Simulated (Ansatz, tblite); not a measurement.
Cost and result up the ladder for Au2Cl⁺ (the lowest singlet isomer of a short search) (3 atoms). Total charge 1; singlet. Geometry: PBE-D4/def2-TZVP.

```
atom   x (Å)   y (Å)   z (Å)
 Au1   0.565   0.477   1.373
 Au2   0.641  -0.565  -1.305
 Cl3  -1.206   0.088  -0.069
```

Ansatz on 2 threads of Arm Neoverse V2 on a shared host; xTB runs through tblite on one thread. Times are rough, summed over both states, and most runs start from the orbitals of an earlier one. RPA@PBE/def2-TZVP serves as the yardstick here, not as an exact answer. The other state is a triplet at its own geometry.

In the def2 sets Au takes a core potential; there is no spin–orbit coupling. The xTB rows come from tblite. LC-ωPBE has ω = 0.4 bohr⁻¹. B3LYP takes the VWN-RPA correlation. Correlated methods freeze 5 core orbitals; core or outer-core shells of Au are correlated, in sets that lack core-valence functions. At PBE0-D4/def2-TZVP a singlet of charge 1 lies 1.97 eV below the triplet, each at its own geometry. The structure comes from a short search, and lower isomers may exist.

Correlated methods converge slowly with the basis.

xTB has no spin-polarisation term.

```
                         level  functions  wall time  triplet − singlet (eV)  difference from RPA@PBE/def2-TZVP (eV)
                      GFN1-xTB         27    0.004 s                    1.00                                   -0.73
                      GFN2-xTB         27    0.004 s                    2.11                                    0.39
                  HF/def2-TZVP        117      3.3 s                    2.90                                    1.17
PBE-D4/def2-TZVP (with forces)        117      5.4 s                    1.57                                   -0.15
            B3LYP-D4/def2-TZVP        117        7 s                    1.82                                    0.09
             RPA@PBE/def2-TZVP        117       10 s                    1.73                                    0.00
        CAM-B3LYP-D4/def2-TZVP        117       11 s                    2.12                                    0.39
             PBE0-D4/def2-TZVP        117       13 s                    1.97                                    0.25
             LC-ωPBE/def2-TZVP        117       14 s                    2.47                                    0.74
           r2SCAN-D4/def2-TZVP        117       14 s                    1.62                                   -0.11
          r2SCANh-D4/def2-TZVP        117       16 s                    1.76                                    0.03
```
